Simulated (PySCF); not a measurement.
C4H10OSi, SMILES [Si@@H]1(C)CO[C@@H]1C. Atoms are numbered in the order given.

```xyz
16

C     -1.5271     1.4755     0.4467
C     -1.0955     0.0346     0.3265
O     -1.0739    -0.3865    -1.0523
C      0.0788    -1.2328    -1.1416
Si     0.7294    -0.5153     0.4972
C      2.0023     0.8506     0.3367
H     -2.5216     1.6176    -0.0062
H     -1.5890     1.7756     1.5043
H     -0.8271     2.1522    -0.0670
H     -1.7873    -0.6113     0.9055
H      0.6309    -1.0425    -2.0771
H     -0.1942    -2.3058    -1.1193
H      1.1107    -1.4524     1.6025
H      2.0698     1.4415     1.2637
H      3.0011     0.4355     0.1292
H      1.7342     1.5292    -0.4871
```

Geometry: PBE0-D3(BJ)/def2-SVP. The structure was generated by enumeration; whether it is a known compound was not checked.

Method: PySCF with TDA-B3LYP/def2-SVPD.

Vertical excitations. Gas-phase values at a fixed geometry.

```csv
state,energy (eV),λ (nm),f,main pairs
S1,5.90,210,0.009,HOMO→LUMO 89 %
S2,6.20,200,0.011,HOMO→LUMO+1 89 %
S3,6.52,190,0.015,HOMO→LUMO+2 86 %
S4,6.92,179,0.012,"HOMO→LUMO+3 67 %, HOMO−1→LUMO 12 %"
S5,6.95,178,0.004,"HOMO−2→LUMO 45 %, HOMO−1→LUMO 23 %, HOMO→LUMO+3 15 %, HOMO−2→LUMO+1 12 %"
S6,7.14,174,0.011,"HOMO−1→LUMO 42 %, HOMO−1→LUMO+1 19 %, HOMO−2→LUMO 16 %, HOMO→LUMO+4 16 %"
T1,5.72,217,0,HOMO→LUMO 83 %
T2,6.08,204,0,HOMO→LUMO+1 81 %
```
Triplets are in the Tamm–Dancoff approximation.
